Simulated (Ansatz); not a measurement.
Relaxation of C₂H₅BOSi (10 atoms, charge 0, multiplicity 1), to a largest force component of 0.02 eV/Å in at most 50 steps.

Level of theory: RKS B3LYP-D4/def2-SVP in Ansatz 0.2.0.

```xyz
10
Properties=species:S:1:pos:R:3
B -1.074 -0.421 -1.697
C -0.230 0.015 -0.496
C -0.116 -0.559 0.739
Si 1.156 0.627 1.230
O 0.721 1.092 -0.334
H -1.089 0.283 -2.700
H -1.808 -1.313 -1.635
H -0.487 -1.399 1.237
H 2.442 0.076 1.387
H 0.566 1.548 2.272
```

**Question.** Where does it end, and by what steps?

**Answer.** The forces met the threshold. After 7 steps the energy has fallen by 0.722 eV; H8 moved furthest, 0.30 Å.

```csv
step,energy less start (eV),largest force component (eV/Å),accepted
0,0.0000,2.530,yes
1,-0.5433,0.992,yes
2,-0.6795,0.577,yes
3,-0.7041,0.518,yes
4,-0.7200,0.195,yes
5,-0.7215,0.057,yes
6,-0.7218,0.035,yes
7,-0.7218,0.005,yes
```

```xyz
10
Properties=species:S:1:pos:R:3
B -1.069 -0.363 -1.669
C -0.217 -0.036 -0.418
C -0.147 -0.682 0.786
Si 1.095 0.628 1.239
O 0.662 1.063 -0.377
H -1.007 0.315 -2.661
H -1.798 -1.321 -1.618
H -0.694 -1.570 1.094
H 2.527 0.254 1.384
H 0.730 1.660 2.244
```

Whether the end is a true minimum wasn't checked by a vibrational analysis.

The run took 21 s on 2 threads of Arm Neoverse V2 (shared host), peak memory 0.2 GiB.
